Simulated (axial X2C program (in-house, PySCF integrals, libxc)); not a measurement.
**Spin–orbit effects down a group: molecules with As, PBE0**

Computed with an in-house all-electron X2C program for linear molecules (integrals from PySCF), spin-free (one-electron X2C) or two-component (2c: spin–orbit coupling with atomic mean-field Coulomb and Gaunt terms, which also bring small scalar terms), in Dyall basis sets with cores contracted in-house; open shells are unrestricted.

Basis sets: As dyall-cv3z, Bi dyall-cv3z, N dyall-av3z, P dyall-v3z, Sb dyall-cv3z.

```
molecule  spin-free state  Re (Å)  ωe (cm⁻¹)  De (eV)  2c state  Re 2c (Å)  ωe 2c (cm⁻¹)  De 2c (eV)
     AsN   M_S = 0, Λ = 0   1.597     1165.2     4.61     Ω = 0      1.598        1163.9        4.60
     AsP   M_S = 0, Λ = 0   1.986      646.0     4.14     Ω = 0      1.987         645.2        4.13
    SbAs   M_S = 0, Λ = 0   2.277      374.9     3.10     Ω = 0      2.280         372.3        3.06
    BiAs   M_S = 0, Λ = 0   2.350      327.1     2.78     Ω = 0      2.370         305.1        2.40
```

Each entry is the lowest single determinant of a limited PBE0 search at one distance. De goes to single-determinant-based atoms at the same level (for ions the charge split of lowest energy) and is withheld (n/a) where an atom does not fit its ground term or J level. Main or longest-lived isotopes.
